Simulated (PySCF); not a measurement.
**Predicted spectroscopic data**

All values are calculated (PySCF 2.14): GFN2-xTB geometry, shieldings: GIAO PBE0/pcSseg-1. Equivalent nuclei averaged, gas phase, one conformer, non-relativistic.

δ = σ(ref) − σ, references computed at the same level: $^{1}$H (σ = 31.72 ppm), $^{13}$C (σ = 186.93 ppm) against TMS. Splittings of carbon signals by F and P are missing where no couplings were computed. Where no couplings were computed, multiplicities follow the n + 1 count of equivalent neighbours, and m marks all less simple cases (inequivalent or close neighbours, rings, F or P nearby). Shifts are as computed. Against solution values, carbons near 30 ppm lie about +3 ppm off and those near 130 ppm about +5 ppm. Of 1211 compounds with measured shifts, 218 miss one by over three times the rms of a fit or turn the order of signals round; such compounds aren't used in these exercises.

**1.** SMILES C(=C)C/C(F)=C(\C)C#N, C7H8FN. $^{1}$H NMR (600 MHz, computed): δ 5.96 (m, 1H), 5.63 (m, 1H), 5.46 (m, 1H), 3.22 (m, 2H), 1.85 (s, 3H). $^{13}$C{$^{1}$H} NMR (computed): δ 181.5, 138.5, 126.7, 120.7, 95.1, 42.1, 15.0.

**2.** SMILES CC(C)(CF)C(=O)F, C5H8F2O. $^{1}$H NMR (600 MHz, computed): δ 4.77 (m, 2H), 1.46 (s, 6H). $^{13}$C{$^{1}$H} NMR (computed): δ 175.2 (C), 89.6 (CH2), 44.8 (C), 23.0 (CH3).
